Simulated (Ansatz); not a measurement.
InH2(CH2SiH3) (CH₇InSi), 10 atoms. Hardware: 4 threads of Arm Neoverse V1 on a shared host.

In the def2 sets In takes a core potential; there is no spin–orbit coupling. Correlated methods freeze 10 core orbitals; core or outer-core shells of In are correlated, in sets that lack core-valence functions.

Q: How many basis functions does each of these Ansatz runs have, and roughly what does it cost? BHLYP-D4/def2-TZVP, charge 0 singlet, energy, from earlier orbitals; PBE0-D4/def2-TZVP, charge 0 triplet at the geometry of the charge 0 singlet, energy; PBE-D4/def2-TZVP, charge 1 doublet at the geometry of the charge 0 singlet, energy, from earlier orbitals; ωB97M-V/def2-TZVP, charge 0 singlet, energy, from earlier orbitals; PBE-D4/def2-TZVP, charge 0 singlet, energy, from earlier orbitals; PBE-D4/def2-SVP, charge 0 singlet, energy, from earlier orbitals; r2SCAN-D4/def2-TZVP, charge 1 doublet at the geometry of the charge 0 singlet, energy, from earlier orbitals; PBE0-D4/def2-SVP, charge 1 doublet at the geometry of the charge 0 singlet, energy with a search over starts; B2PLYP/def2-TZVP, charge 0 singlet, energy, from earlier orbitals; PBE0-D4/def2-SVP, charge 0 singlet, energy with a search over starts; HF/STO-3G, charge 0 singlet, energy; PBE0-D4/def2-TZVP, charge 0 singlet, energy and forces, from earlier orbitals.

A: Other jobs shared the machine, so times can vary by a factor of up to 3. A dash marks memory too small to be measured apart from the calling script's.

```
                                                                                                         run  functions  fitting or Cholesky vectors  wall time  peak host memory (GiB)
                                                                         HF/STO-3G, charge 0 singlet, energy         48                          626     0.25 s                       –
                                            PBE-D4/def2-SVP, charge 0 singlet, energy, from earlier orbitals         93                         1076     0.75 s                       –
                                           PBE-D4/def2-TZVP, charge 0 singlet, energy, from earlier orbitals        160                         1128      1.6 s                       –
                                         BHLYP-D4/def2-TZVP, charge 0 singlet, energy, from earlier orbitals        160                         1332      1.9 s                       –
                                        PBE0-D4/def2-SVP, charge 0 singlet, energy with a search over starts         93                         1012      1.9 s                       –
   PBE-D4/def2-TZVP, charge 1 doublet at the geometry of the charge 0 singlet, energy, from earlier orbitals        160                         1128      2.8 s                       –
PBE0-D4/def2-SVP, charge 1 doublet at the geometry of the charge 0 singlet, energy with a search over starts         93                         1012      3.1 s                       –
                                           B2PLYP/def2-TZVP, charge 0 singlet, energy, from earlier orbitals        160                         1250      3.2 s                       –
                               PBE0-D4/def2-TZVP, charge 0 singlet, energy and forces, from earlier orbitals        160                         1237      3.3 s                       –
r2SCAN-D4/def2-TZVP, charge 1 doublet at the geometry of the charge 0 singlet, energy, from earlier orbitals        160                         1128        6 s                       –
                                          ωB97M-V/def2-TZVP, charge 0 singlet, energy, from earlier orbitals        160                         1164      6.5 s                       –
                         PBE0-D4/def2-TZVP, charge 0 triplet at the geometry of the charge 0 singlet, energy        160                         1237        7 s                       –
```
